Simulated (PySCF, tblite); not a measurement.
Isomers of C5H12O3SSi, one GFN2-xTB conformer each. Single-point energies are computed at PBE0/pcSseg-1 (PySCF, gas phase, no added dispersion term), electronic only.

**Question.** Rank them by PBE0/pcSseg-1 energy, lowest first (kJ/mol).
A. `[CH3:1][O:2][C@@H:3]1[C@H:4]([SiH3:5])[C@@H:6]1[S:7]([CH3:8])(=[O:9])=[O:10]` with C1–O2–C3–C4 -87°, C4–C6–S7–C8 -121°
B. `[CH3:1][C@@H:2]([C:3](=[O:4])[CH2:5][SiH3:6])[S:7]([CH3:8])(=[O:9])=[O:10]` with C1–C2–C3–O4 -162°, C2–C3–C5–Si6 178°, C1–C2–S7–C8 167°
C. `[CH3:1][S:2][SiH2:3][O:4][C:5]([CH3:6])([CH3:7])[C:8](=[O:9])[OH:10]` with C1–S2–Si3–O4 -54°, S2–Si3–O4–C5 -177°, Si3–O4–C5–C6 119°, O4–C5–C8–O9 -1°, C5–C8–O10–H 180°
D. `[CH3:1][S:2](=[O:3])(=[O:4])[CH2:5][O:6][SiH:7]1[CH2:8][CH2:9][CH2:10]1` with C1–S2–C5–O6 67°, S2–C5–O6–Si7 44°, C5–O6–Si7–C8 -105°, O6–Si7–C8–C9 -111°, Si7–C8–C9–C10 18°, C8–C9–C10–Si7 -19°, O6–Si7–C10–C9 138°

**Answer.** C (0.0), D (377.6), B (396.8), A (536.9).

As drawn, the lowest has a C=O bond, an O–H bond and a C(=O)–O unit, which the highest lacks; the highest has a three-membered ring, an Si–C bond and an S=O bond, which the lowest lacks. GFN2-xTB itself gives, in the same order: 0.0, 259.0, 322.2, 383.8. Both levels put the same isomer lowest; measured from each level's own lowest isomer, the values differ by up to 153.1 kJ/mol (CO[C@@H]1[C@H]([SiH3])[C@@H]1S(C)(=O)=O: 383.8 against 536.9).

**Question.** Which frontier levels, dipoles and rotational constants go with these structures?

**Answer.** 
```tsv
SMILES	HOMO (eV, PBE0/pcSseg-1)	LUMO (eV)	dipole (D)	A, B, C (MHz)
CS[SiH2]OC(C)(C)C(=O)O	-6.22	-0.48	5.44	1902, 564.5, 502.5
CS(=O)(=O)CO[SiH]1CCC1	-7.17	0.67	3.25	2269, 654.5, 602.4
C[C@@H](C(=O)C[SiH3])S(C)(=O)=O	-7.99	-1.48	2.36	1793, 623.7, 571.4
CO[C@@H]1[C@H]([SiH3])[C@@H]1S(C)(=O)=O	-7.87	0.65	5.29	1405, 902.2, 718.5
```

**Question.** What happens when harmonic zero-point energies from GFN2-xTB frequencies are added?

**Answer.** 
```csv
SMILES,ZPE (kJ/mol),electronic (kJ/mol),with ZPE (kJ/mol)
CS[SiH2]OC(C)(C)C(=O)O,435.2,0.0,0.0
CS(=O)(=O)CO[SiH]1CCC1,442.2,377.6,384.6
C[C@@H](C(=O)C[SiH3])S(C)(=O)=O,422.0,396.8,383.6
CO[C@@H]1[C@H]([SiH3])[C@@H]1S(C)(=O)=O,425.8,536.9,527.5
```

The zero-point energies span 20.2 kJ/mol. The lowest isomer stays, but the order above it changes.
